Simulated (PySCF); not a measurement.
Dipole response of K (potassium, neutral)

[Ar] 4s1, 2S determinant. Calculation: PySCF 2.14, in dyall-av2z (17s13p2d, 66 functions); the non-relativistic Hamiltonian (point nucleus). Coupled (time-dependent) response in atomic units; α is the mean over directions. A double-zeta set is small for polarisabilities.

| method | mean α (bohr³) | C₆ (like pair) | S(−4) |
| --- | --- | --- | --- |
| UHF | 413.5 | 6538 | 165500 |
| PBE | 329.2 | 4656 | 105700 |
| PBE0 | 354.4 | 5195 | 122200 |
| BLYP | 264.8 | 3382 | 68510 |
| PW91 | 325.9 | 4583 | 103800 |

S(−4) is the Cauchy moment in α(ω) = α(0) + S(−4) ω² + …

Reference α: 289.7 ± 0.3 bohr³ (recommended; Schwerdtfeger and Nagle, table of static dipole polarizabilities (2023 update)). Published C₆: 3923 (Chu and Dalgarno (2004); Tang, Norbeck and Certain (1976)).

Hartree-Fock lies above the reference because it lacks correlation, which contracts the outer shell.

α(iu) at BLYP:

```tsv
u (hartree)	α(iu) (bohr³)
0	264.8
0.0500	161.8
0.100	77.01
0.200	27.92
0.300	15.59
0.500	8.295
0.750	5.356
1.00	3.904
1.50	2.350
2.00	1.546
3.00	0.7975
5.00	0.3212
```
